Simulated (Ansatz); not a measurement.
Total energies of CH₅AlFN (`FC[NH][AlH2]`).

```json
{"atom": "F1", "x (Å)": "1.272", "y (Å)": "-0.728", "z (Å)": "1.591"}
{"atom": "C2", "x (Å)": "1.113", "y (Å)": "-0.479", "z (Å)": "0.223"}
{"atom": "N3", "x (Å)": "-0.242", "y (Å)": "-0.500", "z (Å)": "-0.159"}
{"atom": "Al4", "x (Å)": "-1.313", "y (Å)": "0.914", "z (Å)": "-0.332"}
{"atom": "H5", "x (Å)": "1.704", "y (Å)": "-1.247", "z (Å)": "-0.285"}
{"atom": "H6", "x (Å)": "1.546", "y (Å)": "0.508", "z (Å)": "0.037"}
{"atom": "H7", "x (Å)": "-0.610", "y (Å)": "-1.439", "z (Å)": "-0.219"}
{"atom": "H8", "x (Å)": "-2.836", "y (Å)": "0.638", "z (Å)": "-0.653"}
{"atom": "H9", "x (Å)": "-0.633", "y (Å)": "2.335", "z (Å)": "-0.202"}
```

The species carries charge 0 and has multiplicity 1. The geometry is a stationary point of PBE0-D4/def2-TZVP. It is one conformer, not always the lowest. Basis def2-TZVPP, Ansatz 0.2.0.

RPA on PBE orbitals: Hartree–Fock energy of these orbitals -436.64618 Eh, correlation -1.16629 Eh (frozen core).

| functional | energy without D4 (Eh) | D4 term (kJ/mol) |
| --- | --- | --- |
| B3LYP | -438.27690 | -21.5 |
| PBE-QIDH | -437.80793 | – |

(1) Give the same for LDA (SPW92), PBE, revPBE, BLYP, r2SCAN, B97M-V, PBE0, r2SCANh, r2SCAN0, HSE06 (plane-wave form), BHLYP, CAM-B3LYP, LC-ωPBE, ωB97X-V, ωB97M-V, B2PLYP. (Best estimate.)

B3LYP takes the VWN-RPA correlation (the form of Gaussian; ORCA's B3LYP/G). HSE06 is the plane-wave form, built on full-range PBE exchange. The double hybrids freeze the cores in their second-order part.

Answers

(1) Computed: 
```tsv
functional	energy without D4 (Eh)	D4 term (kJ/mol)
LDA (SPW92)	-435.71870	–
PBE	-437.88757	-13.3
revPBE	-438.12614	-44.1
BLYP	-438.20221	-29.9
r2SCAN	-438.11986	-3.2
B97M-V	-438.14698	–
PBE0	-437.92019	-11.2
r2SCANh	-438.10777	-3.4
r2SCAN0	-438.09063	-3.8
HSE06 (plane-wave form)	-437.90466	-10.3
BHLYP	-438.15489	-15.8
CAM-B3LYP	-438.18572	-11.2
LC-ωPBE	-438.05234	–
ωB97X-V	-438.14401	–
ωB97M-V	-438.15786	–
B2PLYP	-437.99602	–
```

LC-ωPBE has ω = 0.4 bohr⁻¹.
